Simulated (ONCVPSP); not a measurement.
## Pseudopotential generation for platinum: ONCV, LDA (Perdew-Wang 92), fully relativistic.

ONCVPSP 4.0.1 was run on this input:

```
# ATOM AND REFERENCE CONFIGURATION
# atsym  z   nc   nv     iexc    psfile
  Pt 78.00   10    4  -001012      upf
#
#   n    l    f
    1    0    2.00
    2    0    2.00
    2    1    6.00
    3    0    2.00
    3    1    6.00
    3    2   10.00
    4    0    2.00
    4    1    6.00
    4    2   10.00
    4    3   14.00
    5    0    2.00
    5    1    6.00
    5    2    9.00
    6    0    1.00
#
# PSEUDOPOTENTIAL AND OPTIMIZATION
# lmax
    2
#
#   l,   rc,      ep,       ncon, nbas, qcut
    0    1.55    0.00    4    8    8.90
    1    1.90    0.00    4    7    7.50
    2    1.70    0.00    4    9   10.90
#
# LOCAL POTENTIAL
# lloc, lpopt,  rc(5),   dvloc0
    4    4    1.15    6.00
#
# VANDERBILT-KLEINMAN-BYLANDER PROJECTORs
# l, nproj, debl
    0    2    1.30
    1    2    2.50
    2    2    2.50
#
# MODEL CORE CHARGE
# icmod, fcfact, rcfact
    2    0.60    1.05
#
# LOG DERIVATIVE ANALYSIS
# epsh1, epsh2, depsh
   -5.00    5.00    0.04
#
# OUTPUT GRID
# rlmax, drl
    6.00    0.01
#
# TEST CONFIGURATIONS
# ncnf
    4
# nvcnf
#   n    l    f
    4
    5    0    2.00
    5    1    6.00
    5    2    9.00
    6    0    0.00
#
    4
    5    0    2.00
    5    1    6.00
    5    2    8.00
    6    0    0.00
#
    4
    5    0    2.00
    5    1    6.00
    5    2    7.00
    6    0    0.00
#
    4
    5    0    2.00
    5    1    6.00
    5    2    9.00
    6    0    0.50
#
```

Command:

```bash
oncvpspr.x < Pt.dat > Pt.out
```

Output (shortened: citation, most of the input echo, consistency checks and plot data are left out):

```
ONCVPSP  (Optimized Norm-Conservinng Vanderbilt PSeudopotential)
relativistic version 4.0.1

#   n    l    f        energy (Ha)
    1    0    2.00    -2.8756812D+03
    2    0    2.00    -5.0483919D+02
    2    1    6.00    -4.2047429D+02    -4.8395400D+02
    3    0    2.00    -1.1855849D+02
    3    1    6.00    -9.5223101D+01    -1.0917427D+02
    3    2   10.00    -7.6553099D+01    -7.9562080D+01
    4    0    2.00    -2.5451079D+01
    4    1    6.00    -1.8140929D+01    -2.1472720D+01
    4    2   10.00    -1.0997767D+01    -1.1617290D+01
    4    3   14.00    -2.5274282D+00    -2.6545035D+00
    5    0    2.00    -3.7468546D+00
    5    1    6.00    -1.9180004D+00    -2.4731452D+00
    5    2    9.00    -2.1603604D-01    -2.6523821D-01
    6    0    1.00    -2.1960523D-01

Reference configufation results
  iterations    30
  all-electron total energy (Ha)   -1.84364314D+04

Begin loop to  construct optimized pseudo wave functions
and semi-local pseudopoentials for all angular momenta

Calculating optimized projector #   1

 for l=   0

    Fraction of norm inside rc  0.958323
    Optimizing pswf for qcut=   8.90 a_B^-1,  ecut=  39.61 Ha
    Residual kinetic energy error=  3.91D-07 Ha

    Energy error per electron        Cutoff
         Ha          eV             Ha
         0.01000     0.27211       21.27
         0.00100     0.02721       27.09
         0.00010     0.00272       31.62
         0.00001     0.00027       35.01

Calculating optimized projector #   2

 for l=   0

    Fraction of norm inside rc  0.063200
    Optimizing pswf for qcut=   8.90 a_B^-1,  ecut=  39.61 Ha
    Residual kinetic energy error=  5.60D-07 Ha

    Energy error per electron        Cutoff
         Ha          eV             Ha
         0.01000     0.27211       17.52
         0.00100     0.02721       25.11
         0.00010     0.00272       30.64
         0.00001     0.00027       34.88

   Wellstate for l =  1  n =  7 kap= -2
     eigenvalue =   0.5820
     asymptotic potential =   1.0820
     half-point radius =  6.1243

Calculating optimized projector #   1

 for l=   1

    Fraction of norm inside rc  0.957744
    Optimizing pswf for qcut=   7.50 a_B^-1,  ecut=  28.16 Ha
    Residual kinetic energy error=  6.28D-08 Ha

    Energy error per electron        Cutoff
         Ha          eV             Ha
         0.01000     0.27211       11.34
         0.00100     0.02721       14.50
         0.00010     0.00272       17.12
         0.00001     0.00027       19.29

Calculating optimized projector #   2

 for l=   1

    Fraction of norm inside rc  0.063346
    Optimizing pswf for qcut=   7.50 a_B^-1,  ecut=  28.16 Ha
    Residual kinetic energy error=  7.94D-07 Ha

    Energy error per electron        Cutoff
         Ha          eV             Ha
         0.01000     0.27211        8.43
         0.00100     0.02721       11.46
         0.00010     0.00272       14.16
         0.00001     0.00027       22.58

   Wellstate for l =  1  n =  7 kap=  1
     eigenvalue =   0.0269

Calculating optimized projector #   1

 for l=   1

    Fraction of norm inside rc  0.979545
    Optimizing pswf for qcut=   7.50 a_B^-1,  ecut=  28.16 Ha
    Residual kinetic energy error=  1.09D-07 Ha

    Energy error per electron        Cutoff
         Ha          eV             Ha
         0.01000     0.27211       14.00
         0.00100     0.02721       17.86
         0.00010     0.00272       21.17
         0.00001     0.00027       23.78

Calculating optimized projector #   2

 for l=   1

    Fraction of norm inside rc  0.081367
    Optimizing pswf for qcut=   7.50 a_B^-1,  ecut=  28.16 Ha
    Residual kinetic energy error=  4.45D-07 Ha

    Energy error per electron        Cutoff
         Ha          eV             Ha
         0.01000     0.27211       10.32
         0.00100     0.02721       14.08
         0.00010     0.00272       17.15
         0.00001     0.00027       19.60

   Wellstate for l =  2  n =  7 kap= -3
     eigenvalue =   2.2840
     asymptotic potential =   2.7840
     half-point radius =  3.7281

Calculating optimized projector #   1

 for l=   2

    Fraction of norm inside rc  0.571993
    Optimizing pswf for qcut=  10.89 a_B^-1,  ecut=  59.30 Ha
    Residual kinetic energy error=  2.37D-09 Ha

    Energy error per electron        Cutoff
         Ha          eV             Ha
         0.01000     0.27211       14.58
         0.00100     0.02721       18.85
         0.00010     0.00272       22.54
         0.00001     0.00027       29.02

Calculating optimized projector #   2

 for l=   2

    Fraction of norm inside rc  0.091289
    Optimizing pswf for qcut=  10.89 a_B^-1,  ecut=  59.30 Ha
    Residual kinetic energy error=  2.31D-09 Ha

    Energy error per electron        Cutoff
         Ha          eV             Ha
         0.01000     0.27211       14.73
         0.00100     0.02721       18.97
         0.00010     0.00272       23.32
         0.00001     0.00027       38.40

   Wellstate for l =  2  n =  7 kap=  2
     eigenvalue =   2.2348

Calculating optimized projector #   1

 for l=   2

    Fraction of norm inside rc  0.616811
    Optimizing pswf for qcut=  10.89 a_B^-1,  ecut=  59.30 Ha
    Residual kinetic energy error=  2.46D-09 Ha

    Energy error per electron        Cutoff
         Ha          eV             Ha
         0.01000     0.27211       15.74
         0.00100     0.02721       20.57
         0.00010     0.00272       24.56
         0.00001     0.00027       27.86

Calculating optimized projector #   2

 for l=   2

    Fraction of norm inside rc  0.091337
    Optimizing pswf for qcut=  10.89 a_B^-1,  ecut=  59.30 Ha
    Residual kinetic energy error=  2.61D-09 Ha

    Energy error per electron        Cutoff
         Ha          eV             Ha
         0.01000     0.27211       15.53
         0.00100     0.02721       20.17
         0.00010     0.00272       24.09
         0.00001     0.00027       36.68

Construct Vanderbilt / Kleinmman-Bylander projectors

B matrix Hermiticity error, ll=  0  kap= -1
   1   2    5.8431D-04

  Orthonormal projector coefficients  7.9061E+00 -6.7374E-01

B matrix Hermiticity error, ll=  1  kap= -2
   1   2   -2.7674D-04

  Orthonormal projector coefficients  3.2969E+00  1.1701E+00

B matrix Hermiticity error, ll=  1  kap=  1
   1   2   -3.6614D-04

  Orthonormal projector coefficients -1.1620E+00  1.1385E+00

B matrix Hermiticity error, ll=  2  kap= -3
   1   2   -2.8986D-04

  Orthonormal projector coefficients  1.1944E+00  6.5697E-01

B matrix Hermiticity error, ll=  2  kap=  2
   1   2   -3.0795D-04

  Orthonormal projector coefficients  2.7573E+00  5.1966E-01

 Orthonormal scalar projector coefficients, l =  1
  2.3795E+00  7.9790E-01 -2.0889E-01  1.6335E-03

 Orthonormal spin-orbit projector coefficients, l =  1
  2.2118E+00  7.0494E-01  9.4563E-02 -1.7576E-02

 Orthonormal scalar projector coefficients, l =  2
  1.7665E+00  6.1171E-01  4.3156E-02  1.8909E-04

 Orthonormal spin-orbit projector coefficients, l =  2
 -7.0331E-01  1.2956E-01  8.5383E-03 -5.0374E-03

Model core correction analysis
  based on d2Exc/dn_idn_j

d2excae - all-electron derivatives

   -2.209888D-02   -1.898199D-02   -9.344915D-03   -1.419815D-03
   -1.898202D-02   -1.808095D-02   -1.104802D-02   -2.064697D-03
   -9.344949D-03   -1.104804D-02   -1.191142D-02   -7.705885D-03
   -1.419819D-03   -2.064680D-03   -7.705226D-03   -1.766194D-02

d2excps - pseudofunction derivatives with no core correction

   -4.391132D-02   -3.583626D-02   -1.562350D-02   -3.027179D-03
   -3.583703D-02   -3.144434D-02   -1.705559D-02   -3.616611D-03
   -1.562388D-02   -1.705574D-02   -1.729171D-02   -1.046644D-02
   -3.027341D-03   -3.616602D-03   -1.046473D-02   -2.307476D-02

rms 2nd derivative error    9.542718E-03

amplitude prefactor, scale prefactor
   13.6503    1.1406

d2excps - pseudofunction derivatives with core correction

   -2.590818D-02   -2.316716D-02   -1.240108D-02   -1.745024D-03
   -2.316718D-02   -2.228041D-02   -1.456128D-02   -2.745450D-03
   -1.240112D-02   -1.456130D-02   -1.644082D-02   -1.027991D-02
   -1.745023D-03   -2.745392D-03   -1.027820D-02   -2.297473D-02

rms 2nd derivative error    3.294588E-03

Pseudoatom total energy -121.907493

Diagnostic tests using Vanderbilt-Kleinman-Bylander pseudopotentials
  relativistic with J = L +/- 1/2 projectors

   l  kap   rcore       rmatch      e in        delta e    norm test   slope test

   0  -1   1.5577201   1.6050159  -3.7468546  -0.0000059   1.0003927   1.0003743
   0  -1   1.5577201   1.6050159  -0.2196052   0.0000033   1.0000268   1.0000322

   1  -2   1.9090653   1.9670286  -1.9180004   0.0000020   1.0001929   1.0001908
   1   1   1.9090653   1.9670286  -2.4731452   0.0000040   1.0002664   1.0002519
   1  -2   1.9090653   1.9670286   0.5819996   0.0000194   1.0002411   1.0002411
   1   1   1.9090653   1.9670286   0.5423587   0.0000156   1.0001286   1.0001286

   2  -3   1.7039590   1.7556949  -0.2160360  -0.0000028   1.0000922   1.0001289
   2   2   1.7039590   1.7556949  -0.2652382   0.0000102   1.0001131   1.0001096
   2  -3   1.7039590   1.7556949   2.2839640   0.0000368   1.0003720   1.0003720
   2   2   1.7039590   1.7556949   2.2647725   0.0000459   1.0003745   1.0003745

Diagnostic tests using Vanderbilt-Kleinman-Bylander pseudopotentials
  relativistic with scalar and spin-orbit non-local projectors

   l  kap   rcore       rmatch      e in        delta e    norm test   slope test

   0  -1   1.5577201   1.6050159  -3.7468546  -0.0000059   1.0003927   1.0003743
   0  -1   1.5577201   1.6050159  -0.2196052   0.0000033   1.0000268   1.0000322

   1  -2   1.9090653   1.9670286  -1.9180004  -0.0000819   1.0001943   1.0001637
   1   1   1.9090653   1.9670286  -2.4731452  -0.0000647   1.0002548   1.0002232
   1  -2   1.9090653   1.9670286   0.5819996   0.0000184   1.0002443   1.0002443
   1   1   1.9090653   1.9670286   0.5423587  -0.0000017   1.0001386   1.0001386

   2  -3   1.7039590   1.7556949  -0.2160360  -0.0000262   1.0000873   1.0000507
   2   2   1.7039590   1.7556949  -0.2652382  -0.0000143   1.0001102   1.0000461
   2  -3   1.7039590   1.7556949   2.2839640   0.0000294   1.0003657   1.0003657
   2   2   1.7039590   1.7556949   2.2647725   0.0000411   1.0003692   1.0003692

Ghost test for J = L + 1/2

 Testing for bound ghosts
   n   l    E NL Schr. Eq   E Basis Diag.   E Cutoff

   1   0       -3.746860       -3.746858    109.14
   2   0       -0.219602       -0.160862    109.14

   2   1       -1.917998       -1.917967     61.85

   3   2       -0.216039       -0.211920    152.61

 Testing for highly-localized positive-energy ghosts
       l    <radius>/rc     E Basis Diag.   E Cutoff

Ghost test for J = L - 1/2

 Testing for bound ghosts
   n   l    E NL Schr. Eq   E Basis Diag.   E Cutoff

   1   0       -3.746860       -3.746858    109.14
   2   0       -0.219602       -0.160862    109.14

   2   1       -2.473141       -2.473108     61.85

   3   2       -0.265228       -0.262453    152.61

 Testing for highly-localized positive-energy ghosts
       l    <radius>/rc     E Basis Diag.   E Cutoff

Test configuration 0

   n   l kap    f        eae           eps        diff
   1   0  -1  2.0000-2875.68122608
   2   0  -1  2.0000 -504.83919146
   2   1  -2  4.0000 -420.47428817
   2   1   1  2.0000 -483.95400367
   3   0  -1  2.0000 -118.55849482
   3   1  -2  4.0000  -95.22310097
   3   1   1  2.0000 -109.17426608
   3   2  -3  6.0000  -76.55309943
   3   2   2  4.0000  -79.56207959
   4   0  -1  2.0000  -25.45107932
   4   1  -2  4.0000  -18.14092877
   4   1   1  2.0000  -21.47271990
   4   2  -3  6.0000  -10.99776691
   4   2   2  4.0000  -11.61729042
   4   3  -4  8.0000   -2.52742824
   4   3   3  6.0000   -2.65450355
   5   0  -1  2.0000   -3.74685457   -3.74686047   -5.91E-06
   5   1  -2  4.0000   -1.91800044   -1.91799844    2.00E-06
   5   1   1  2.0000   -2.47314516   -2.47314117    4.00E-06
   5   2  -3  5.4000   -0.21603604   -0.21603888   -2.84E-06
   5   2   2  3.6000   -0.26523821   -0.26522802    1.02E-05
   6   0  -1  1.0000   -0.21960523   -0.21960191    3.32E-06

    Total energies and differences
      AE_ref= -1.84364314E+04  AE_tst= -1.84364314E+04  dif=  0.00E+00
      PS_ref= -1.21907493E+02  PS_tst= -1.21907493E+02  dif=  3.69E-13
      PSP excitation error= -3.69E-13

Test configuration 1

   n   l kap    f        eae           eps        diff
   1   0  -1  2.0000-2875.98658350
   2   0  -1  2.0000 -505.14126941
   2   1  -2  4.0000 -420.77639078
   2   1   1  2.0000 -484.25635316
   3   0  -1  2.0000 -118.86118544
   3   1  -2  4.0000  -95.52580287
   3   1   1  2.0000 -109.47693020
   3   2  -3  6.0000  -76.85551936
   3   2   2  4.0000  -79.86446991
   4   0  -1  2.0000  -25.75414764
   4   1  -2  4.0000  -18.44399830
   4   1   1  2.0000  -21.77577621
   4   2  -3  6.0000  -11.30075921
   4   2   2  4.0000  -11.92028187
   4   3  -4  8.0000   -2.83052437
   4   3   3  6.0000   -2.95758856
   5   0  -1  2.0000   -4.05127500   -4.05210547   -8.30E-04
   5   1  -2  4.0000   -2.22421803   -2.22445777   -2.40E-04
   5   1   1  2.0000   -2.77840951   -2.77894399   -5.34E-04
   5   2  -3  5.4000   -0.51688468   -0.51683972    4.50E-05
   5   2   2  3.6000   -0.56766631   -0.56762121    4.51E-05
   6   0  -1  0.0000   -0.48725478   -0.48725478    0.00E+00

    Total energies and differences
      AE_ref= -1.84364314E+04  AE_tst= -1.84360804E+04  dif=  3.51E-01
      PS_ref= -1.21907493E+02  PS_tst= -1.21556484E+02  dif=  3.51E-01
      PSP excitation error= -2.89E-05

Test configuration 2

   n   l kap    f        eae           eps        diff
   1   0  -1  2.0000-2876.45813211
   2   0  -1  2.0000 -505.61422595
   2   1  -2  4.0000 -421.24932495
   2   1   1  2.0000 -484.72920045
   3   0  -1  2.0000 -119.33301399
   3   1  -2  4.0000  -95.99760676
   3   1   1  2.0000 -109.94881379
   3   2  -3  6.0000  -77.32758611
   3   2   2  4.0000  -80.33657757
   4   0  -1  2.0000  -26.22549817
   4   1  -2  4.0000  -18.91531365
   4   1   1  2.0000  -22.24713029
   4   2  -3  6.0000  -11.77207248
   4   2   2  4.0000  -12.39161349
   4   3  -4  8.0000   -3.30138157
   4   3   3  6.0000   -3.42849085
   5   0  -1  2.0000   -4.51737917   -4.51809234   -7.13E-04
   5   1  -2  4.0000   -2.68259601   -2.68303428   -4.38E-04
   5   1   1  2.0000   -3.24130668   -3.24188822   -5.82E-04
   5   2  -3  4.8000   -0.93971298   -0.93966187    5.11E-05
   5   2   2  3.2000   -0.99542075   -0.99537369    4.71E-05
   6   0  -1  0.0000   -0.82781552   -0.82781552    0.00E+00

    Total energies and differences
      AE_ref= -1.84364314E+04  AE_tst= -1.84353353E+04  dif=  1.10E+00
      PS_ref= -1.21907493E+02  PS_tst= -1.20811414E+02  dif=  1.10E+00
      PSP excitation error=  2.10E-05

Test configuration 3

   n   l kap    f        eae           eps        diff
   1   0  -1  2.0000-2876.99351277
   2   0  -1  2.0000 -506.15152518
   2   1  -2  4.0000 -421.78662355
   2   1   1  2.0000 -485.26642188
   3   0  -1  2.0000 -119.86770117
   3   1  -2  4.0000  -96.53223660
   3   1   1  2.0000 -110.48364457
   3   2  -3  6.0000  -77.86274767
   3   2   2  4.0000  -80.87183207
   4   0  -1  2.0000  -26.75876367
   4   1  -2  4.0000  -19.44841913
   4   1   1  2.0000  -22.78039448
   4   2  -3  6.0000  -12.30509711
   4   2   2  4.0000  -12.92470411
   4   3  -4  8.0000   -3.83344998
   4   3   3  6.0000   -3.96065453
   5   0  -1  2.0000   -5.04024351   -5.04111013   -8.67E-04
   5   1  -2  4.0000   -3.19388788   -3.19494038   -1.05E-03
   5   1   1  2.0000   -3.75927575   -3.76026454   -9.89E-04
   5   2  -3  4.2000   -1.41052853   -1.41050180    2.67E-05
   5   2   2  2.8000   -1.47136303   -1.47135641    6.62E-06
   6   0  -1  0.0000   -1.20346200   -1.20346200    0.00E+00

    Total energies and differences
      AE_ref= -1.84364314E+04  AE_tst= -1.84341405E+04  dif=  2.29E+00
      PS_ref= -1.21907493E+02  PS_tst= -1.19616617E+02  dif=  2.29E+00
      PSP excitation error=  5.84E-05

Test configuration 4

   n   l kap    f        eae           eps        diff
   1   0  -1  2.0000-2875.82811313
   2   0  -1  2.0000 -504.98457686
   2   1  -2  4.0000 -420.61968467
   2   1   1  2.0000 -484.09951227
   3   0  -1  2.0000 -118.70419355
   3   1  -2  4.0000  -95.36880566
   3   1   1  2.0000 -109.31995073
   3   2  -3  6.0000  -76.69866950
   3   2   2  4.0000  -79.70763498
   4   0  -1  2.0000  -25.59697038
   4   1  -2  4.0000  -18.28682307
   4   1   1  2.0000  -21.61860562
   4   2  -3  6.0000  -11.14362782
   4   2   2  4.0000  -11.76314990
   4   3  -4  8.0000   -2.67334922
   4   3   3  6.0000   -2.80041817
   5   0  -1  2.0000   -3.89349715   -3.89386942   -3.72E-04
   5   1  -2  4.0000   -2.06560506   -2.06570118   -9.61E-05
   5   1   1  2.0000   -2.62023248   -2.62046280   -2.30E-04
   5   2  -3  5.4000   -0.36150839   -0.36148722    2.12E-05
   5   2   2  3.6000   -0.41144645   -0.41141766    2.88E-05
   6   0  -1  0.5000   -0.34975840   -0.34978381   -2.54E-05

    Total energies and differences
      AE_ref= -1.84364314E+04  AE_tst= -1.84362894E+04  dif=  1.42E-01
      PS_ref= -1.21907493E+02  PS_tst= -1.21765496E+02  dif=  1.42E-01
      PSP excitation error= -5.67E-06
```

The run took about 9.7 s on one core of a shared server CPU.
